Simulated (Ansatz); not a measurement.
Ansatz (a first-principles code) input:

Ansatz 0.2 input:
```yaml
crystal:
  periodic: [false, false, false]
  atoms:
    - {symbol: C, position_ang: [2.36726410, -0.01508546, 0.07411713]}
    - {symbol: O, position_ang: [1.15011444, -0.50666394, 0.45392037]}
    - {symbol: C, position_ang: [0.04644156, 0.07850943, -0.06667143]}
    - {symbol: O, position_ang: [0.03739290, 0.98480164, -0.85371125]}
    - {symbol: O, position_ang: [-1.01116999, -0.53815290, 0.45513095]}
    - {symbol: C, position_ang: [-2.28318976, -0.04255261, 0.00643408]}
    - {symbol: H, position_ang: [3.19587160, -0.58573581, 0.45268988]}
    - {symbol: H, position_ang: [2.40425846, 0.73608046, -0.69597660]}
    - {symbol: H, position_ang: [-3.02421487, -0.64554856, 0.52240194]}
    - {symbol: H, position_ang: [-2.37615861, -0.15890181, -1.07238897]}
    - {symbol: H, position_ang: [-2.39355088, 1.00899937, 0.26727459]}
basis:
  gaussian:
    orbitals: cc-pVQZ
hamiltonian:
  xc: pbe
magnetization: {spin_polarized: true, initial_magnetization: 1}
correlation: {method: rpa, electrons: outside_noble_gas}
```

**Question.** Predict the final energy.

**Answer.** -343.12985 Eh (RPA@PBE/cc-pVQZ). The basis has 480 functions.

It need not be the lowest isomer of its formula.
